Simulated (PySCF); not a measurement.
Species: CH₄NOSi (doublet state).
Z-matrix (Å and degrees, GFN2-xTB geometry), rows numbered from 1:
```
O 
C   1  1.1995
N   2  1.3230  1  131.61
Si  3  1.7834  2  125.07  1    -0.03
H   3  1.0090  2  115.58  1  -179.51
H   4  1.4607  3  102.21  2   156.45
H   4  1.4542  3  106.04  2    36.93
H   4  1.4609  3  108.07  2   -84.60
```

The hyperfine couplings belong to this conformer and change with its torsions.

As a line formula: `O=[C]N[SiH3]` [radical].

The calculation used UKS B3LYP, pcH-1 on C H N O Si, non-relativistic, mean-field spin-orbit, GIAO (PySCF). One conformer (not necessarily the lowest) at the GFN2-xTB geometry, without solvent, vibrations or thermal averaging. Couplings are sensitive to structure, and on GFN2-xTB geometries they can be far from those on DFT ones. Stability of the SCF solution: not tested.

Question: Match the computed a_iso(1H) values +12.5, -0.7 MHz (means over equivalent nuclei) with the sites H5; H6/H7/H8.

Answer: 
```
    site  a_iso (MHz)  ρ(0) (bohr⁻³)         position  distance from C2 (Å)  bound to  spin population there  largest |T| (MHz)
      H5        +12.5        +0.0028  2 bonds from C2                  1.98        N3                  -0.01               18.0
H6/H7/H8         -0.7        -0.0001  3 bonds from C2                  3.42       Si4                  +0.09                3.2
```

ρ(0) is the spin density at the nucleus and T the dipolar tensor; a_iso includes a spin–orbit part; entries for several nuclei are means. The Mulliken spin populations are largest on C2 (+0.67), O1 (+0.26) and Si4 (+0.09).

Means are taken over nuclei equivalent by connectivity, which assumes that they swap fast.
